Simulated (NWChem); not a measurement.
System: CH$_{3}$F$_{3}$Si; SMILES F[SiH2]C(F)F

```xyz
8

F     -0.9775    -1.6146     0.0000
Si     0.5118    -0.9757     0.0000
C      0.3695     0.9333     0.0000
F     -0.3056     1.3523    -1.1010
F     -0.3056     1.3523     1.1010
H      1.2210    -1.4023     1.2347
H      1.2210    -1.4023    -1.2347
H      1.3580     1.4357     0.0000
```
Atoms are numbered in this order, from 1.

Level: PBE0/def2-SVP (NWChem), optimised geometry, unscaled harmonic frequencies. 

| frequency (cm⁻¹) | IR intensity (km/mol) |
|---|---|
| 66 | 0.6 |
| 136 | 3.4 |
| 207 | 1.0 |
| 402 | 38.2 |
| 564 | 14.1 |
| 620 | 72.1 |
| 638 | 22.5 |
| 735 | 12.7 |
| 872 | 16.8 |
| 934 | 162.8 |
| 975 | 179.5 |
| 1130 | 150.1 |
| 1162 | 94.7 |
| 1350 | 26.1 |
| 1372 | 6.0 |
| 2274 | 64.4 |
| 2286 | 125.8 |
| 3033 | 39.7 |

- zero-point energy = 26.8 kcal/mol
- thermal correction to the enthalpy at 298.15 K (with zero-point energy) = 31.1 kcal/mol
- heat capacity Cv = 19.1 cal/(mol K)
- entropy at 298.15 K and 1 atm (symmetry number 1) = 78.5 cal/(mol K)
- dipole moment = 2.70 D

Rigid rotor and harmonic oscillator; modes under 100 cm⁻¹ make the entropy uncertain.
